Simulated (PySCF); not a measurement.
The vertical singlet excitations below were computed for one of the candidates. Computed with TDDFT B3LYP/def2-SVPD, vertical, gas phase, core orbitals frozen in the response (PySCF). Geometries: GFN2-xTB, one conformer each.

| state | E (eV) | f | main configurations (H = HOMO, L = LUMO) |
| --- | --- | --- | --- |
| S1 | 6.10 | 0.031 | H→L (55%), H-1→L (37%) |
| S2 | 6.21 | 0.015 | H-1→L (58%), H→L (29%) |
| S3 | 6.42 | 0.020 | H→L+2 (48%), H→L+1 (30%), H→L (12%) |
| S4 | 6.56 | 0.030 | H-1→L+1 (79%), H→L+1 (11%) |
| S5 | 6.67 | 0.022 | H→L+3 (45%), H→L+2 (27%), H→L+1 (10%) |
| S6 | 6.71 | 0.103 | H→L+1 (42%), H→L+3 (31%), H-1→L+1 (12%) |
| S7 | 6.90 | 0.017 | H-1→L+2 (94%) |
| S8 | 6.96 | 0.0046 | H-2→L (84%) |

Orbital energies (eV): HOMO-3 -8.56, HOMO-2 -8.32, HOMO-1 -7.50, HOMO -7.26, LUMO -0.38, LUMO+1 -0.02, LUMO+2 0.14.

Question: Which candidate is it? All have the formula CH11O2PSi3.
A. `CO[Si@H](O[SiH3])[SiH2]P`
B. `CO[Si@@H]([SiH2]O)[SiH2]P`
C. `[SiH3]O[SiH2]CO[SiH2]P`
D. `CO[Si@@]([SiH3])(P)O[SiH3]`

Answer: C. Its S1, at 6.10 eV, is the highest among the candidates; the nearest of the others has S1 at 5.72 eV. S1 is HOMO→LUMO (55%), HOMO-1→LUMO (37%). Löwdin shares by element: HOMO phosphorus 60%, silicon 14% or more, hydrogen 13% or more; LUMO silicon 39%, phosphorus 8% (atoms not listed hold the other 53%). At the same level the other candidates give, for their lowest levels:
- `CO[Si@@H]([SiH2]O)[SiH2]P`: 5.00 eV (f 0.027); 5.16 eV (f 0.022); 5.48 eV (f 0.010); 5.81 eV (f 0.024); 5.86 eV (f 0.003); T1 4.48 eV; HOMO -7.34, LUMO -1.45 eV
- `CO[Si@H](O[SiH3])[SiH2]P`: 5.50 eV (f 0.032); 5.99 eV (f 0.007); 6.19 eV (f 0.135); 6.45 eV (f 0.030); 6.46 eV (f 0.006); T1 5.08 eV; HOMO -7.17, LUMO -0.79 eV
- `CO[Si@@]([SiH3])(P)O[SiH3]`: 5.72 eV (f 0.056); 5.96 eV (f 0.196); 6.17 eV (f 0.098); 6.59 eV (f 0.006); 6.61 eV (f 0.021); T1 4.89 eV; HOMO -7.00, LUMO -0.58 eV
Triplets come from the Tamm–Dancoff approximation.
